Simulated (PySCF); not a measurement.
A side-by-side comparison of computed properties.

First species: C₂H₆OSSi.
SMILES: `CC(=O)[SiH2]S`

Second species: 1,4-benzodioxane, C8H8O2.
Numbering: `[cH:1]1[cH:2][cH:3][c:4]2[c:5]([cH:6]1)[O:7][CH2:8][CH2:9][O:10]2` (hydrogens: H11 on C1; H12 on C2; H13 on C3; H14 on C6; H15, H16 on C8; H17, H18 on C9)

Levels: PBE0/pcSseg-1 for dipole moment, HOMO energy, LUMO energy and HOMO–LUMO gap; GFN2-xTB for rotational constant A and rotational constant C. Geometries: GFN2-xTB. Each structure is a single optimised conformer of the isolated species, non-relativistic unless stated; the electronic structure was computed with PySCF and density fitting.

Dipoles, sizes and rotational constants follow the conformer. The torsions of the flexible species, by atom-mapped SMILES:
- `[CH3:1][C:2](=[O:3])[SiH2:4][SH:5]`: C1–C2–Si4–S5 -110°, H–S5–Si4–C2 -37°

```json
{"property": "dipole moment", "column X": "1.54 D", "column Y": "2.43 D"}
{"property": "HOMO energy", "column X": "-6.27 eV", "column Y": "-6.99 eV"}
{"property": "LUMO energy", "column X": "-0.07 eV", "column Y": "-1.50 eV"}
{"property": "HOMO–LUMO gap", "column X": "6.20 eV", "column Y": "5.49 eV"}
{"property": "rotational constant A", "column X": "2.941 GHz", "column Y": "5.344 GHz"}
{"property": "rotational constant C", "column X": "0.898 GHz", "column Y": "1.596 GHz"}
```

(1) Which column belongs to which species?

(2) How does each property change from the first species to the second?

## Answers

(1) Column X is the second species and column Y the first. The first has 11 atoms and 56 electrons, the second 18 and 72.

(2) dipole moment -0.89 D; HOMO energy +0.72 eV; LUMO energy +1.43 eV; HOMO–LUMO gap +0.71 eV; rotational constant A -2.403 GHz; rotational constant C -0.698 GHz.

On the first: In atomic units the dipole is 0.96 e·bohr (1 au = 2.5417 D). GFN2-xTB frequencies show an imaginary mode (26i cm⁻¹), so this geometry is no minimum at that level.

On the second: Point group C2 permits a dipole; with 1.54 D the species has a pure rotational spectrum. The dipole matches unit charges of opposite sign 0.32 Å apart (1 e·Å = 4.8032 D).
